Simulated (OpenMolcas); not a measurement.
**Tc4+: effect of the metal basis and ligand basis**

Tc4+ with 6 ligands (chloride) in octahedral coordination (Oh) at 2.41 Å. A charge of +0.333 e stands 3.2 Å behind each ligand.

```
Program             : OpenMolcas
Method              : CASSCF
Spin-orbit coupling : RASSI with atomic mean-field integrals over the reference wave functions
```

Fixed: active space 3 electrons in 5 orbitals (4d), DKH2 Hamiltonian.

States (labels of O, the rotations of Oh). Energies in cm-1 above the lowest state or level, χT in cm3 K/mol.

```json
{"Run": "A", "Metal basis": "ANO-RCC-VDZP", "Ligand basis": "ANO-RCC-VDZP", "Ground state": "4A2", "First state of that spin": "4T2 22570", "First gap with spin-orbit (degeneracies)": "14017 (4, 4)", "χT at 300 K": "1.772", "First state of another spin": "2E 14104", "Cost": "roughly 40 core-seconds"}
{"Run": "B", "Metal basis": "ANO-RCC-VTZP", "Ligand basis": "ANO-RCC-VTZP", "Ground state": "4A2", "First state of that spin": "4T2 22516", "First gap with spin-orbit (degeneracies)": "14229 (4, 4)", "χT at 300 K": "1.770", "First state of another spin": "2E 14319", "Cost": "roughly 2.8 core-minutes"}
```

Against A, the first state of the same spin changes by -0.2 % in B.

Costs are those of the RASSCF and RASSI steps.

Without dynamic correlation the repulsion within the d shell is too large (B by tens of per cent), so at a given field states of lower spin stand too high. With metal d orbitals alone the field can be off either way by tens of per cent. Ligand-to-metal charge-transfer states are missing. With no ligand orbital active B as a rule stays too high, so bands that hang on it stand too high and its fall with covalency is understated. The least metal-like active orbital is 68 % on the metal (Löwdin) and no ligand orbital is active, so the numbers are rough (holds for A). The least metal-like active orbital is 66 % on the metal (Löwdin) and no ligand orbital is active, so the numbers are rough (holds for B). No measured value stands beside these numbers; the geometry is a model, was not optimised and need not be the one that this ion takes.
